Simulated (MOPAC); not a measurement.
Job for MOPAC: AM1 on hydrogen telluride (SMILES [TeH2]), a point of a bond scan (R = 3.821 Å).

```
AM1 1SCF PRECISE CHARGE=0 THREADS=1
H2Te

Te     0.00005303 1     0.04331076 1     0.00164716 1
H     -2.71503303 1    -2.64330549 1    -0.09175294 1
H      1.17766186 1    -1.12737630 1    -0.04669061 1
```

It printed:

```
*******************************************************************************
 **                                                                           **
 **                              MOPAC v23.2.5                                **
 **                                                                           **
 *******************************************************************************
 ** MOPAC's Digital Object Identifier: https://doi.org/10.5281/zenodo.6511958 **
 **                                                                           **
 ** Please cite the open-source release paper for use of this MOPAC version:  **
 ** J. E. Moussa and J. J. P. Stewart (2026)                                  **
 ** MOPAC: An open-source semiempirical molecular orbital program             **
 ** J. Open Source Softw., 11(119), 8025, https://doi.org/10.21105/joss.08025 **
 *******************************************************************************

                              AM1 CALCULATION RESULTS

 *******************************************************************************
 *  AM1        - The AM1 Hamiltonian to be used
 *
 *
 *
 *                 CHARGE ON SYSTEM = 0
 *
 *
 *
 *  PRECISE    - TIGHTER CRITERIA TO BE USED
 *  1SCF       - DO 1 SCF AND THEN STOP
 *  THREADS=1  - MULTI-THREADING NOT USED
 *  T=         - A TIME OF 172800.0 SECONDS REQUESTED
 *  DUMP=N     - RESTART FILE WRITTEN EVERY 7200.0 SECONDS REQUESTED
 *******************************************************************************
AM1 1SCF PRECISE CHARGE=0 THREADS=1
 H2Te

   ATOM   CHEMICAL          X               Y               Z
  NUMBER   SYMBOL      (ANGSTROMS)     (ANGSTROMS)     (ANGSTROMS)

     1      Te          0.00005303  *   0.04331076  *   0.00164716  *
     2       H         -2.71503303  *  -2.64330549  *  -0.09175294  *
     3       H          1.17766186  *  -1.12737630  *  -0.04669061  *



          CARTESIAN COORDINATES

    NO.       ATOM           X           Y           Z

     1        Te          0.0001      0.0433      0.0016
     2         H         -2.7150     -2.6433     -0.0918
     3         H          1.1777     -1.1274     -0.0467

  H: (AM1): M.J.S. DEWAR ET AL, J. AM. CHEM. SOC. 107 3902-3909 (1985)
 Te: (AM1): J. J. P. STEWART, J. MOL. MOD., 10, 155-164 (2004)

           Empirical Formula: H2 Te  =     3 atoms



      MOLECULAR POINT GROUP   :   Cs


      RHF CALCULATION, NO. OF DOUBLY OCCUPIED LEVELS = 4



 ALL CONVERGERS ARE NOW FORCED ON
 SHIFT=10, PULAY ON, CAMP-KING ON
 AND ITERATION COUNTER RESET



 -------------------------------------------------------------------------------
 AM1 1SCF PRECISE CHARGE=0 THREADS=1
 H2Te



     1SCF WAS SPECIFIED, SO BFGS WAS NOT USED
     SCF FIELD WAS ACHIEVED


                              AM1 CALCULATION
                                                       MOPAC v23.2.5 Linux




          FINAL HEAT OF FORMATION =        152.27517 KCAL/MOL =     637.11930 KJ/MOL


          COSMO AREA              =         91.95 SQUARE ANGSTROMS
          COSMO VOLUME            =         71.09 CUBIC ANGSTROMS

          IONIZATION POTENTIAL    =          7.062206 EV
          HOMO LUMO ENERGIES (EV) =         -7.062 -3.476
          NO. OF FILLED LEVELS    =          4
          MOLECULAR WEIGHT        =        129.6158         POINT GROUP:  Cs

          MOLECULAR DIMENSIONS (Angstroms)

            Atom       Atom       Distance
            H     3    H     2     4.17770
            H     2   Te     1     1.51924
            H     2    H     3     0.00000


          SCF CALCULATIONS        =          1





   ATOM   CHEMICAL          X               Y               Z
  NUMBER   SYMBOL      (ANGSTROMS)     (ANGSTROMS)     (ANGSTROMS)

     1      Te          0.00005303  *   0.04331076  *   0.00164716  *
     2       H         -2.71503303  *  -2.64330549  *  -0.09175294  *
     3       H          1.17766186  *  -1.12737630  *  -0.04669061  *

                             CARTESIAN COORDINATES

   1   Te        0.000053030     0.043310760     0.001647160
   2    H       -2.715033030    -2.643305490    -0.091752940
   3    H        1.177661860    -1.127376300    -0.046690610


           Empirical Formula: H2 Te  =     3 atoms



      MOLECULAR POINT GROUP   :   Cs


                  EIGENVALUES
 -23.74835 -11.19652  -7.39984  -7.06221  -3.47570   0.44273


              NET ATOMIC CHARGES AND DIPOLE CONTRIBUTIONS

  ATOM NO.   TYPE          CHARGE      No. of ELECS.   s-Pop       p-Pop
    1         Te           0.011714        5.9883     1.96781     4.02047
    2          H           0.075795        0.9242     0.92420
    3          H          -0.087509        1.0875     1.08751
 DIPOLE           X         Y         Z       TOTAL
 POINT-CHG.    -1.483    -0.486    -0.014     1.561
 HYBRID         0.887    -1.123    -0.046     1.432
 SUM           -0.596    -1.610    -0.059     1.717


          ATOMIC ORBITAL ELECTRON POPULATIONS

     Atom    s        px        py        pz
    1 Te   1.96781   0.98765   1.03425   1.99857
    2  H   0.92420
    3  H   1.08751

 **********************
 *                    *
 * JOB ENDED NORMALLY *
 *                    *
 **********************




 == MOPAC DONE ==
```

The run finished.

Cost: roughly 0.06 core-seconds.
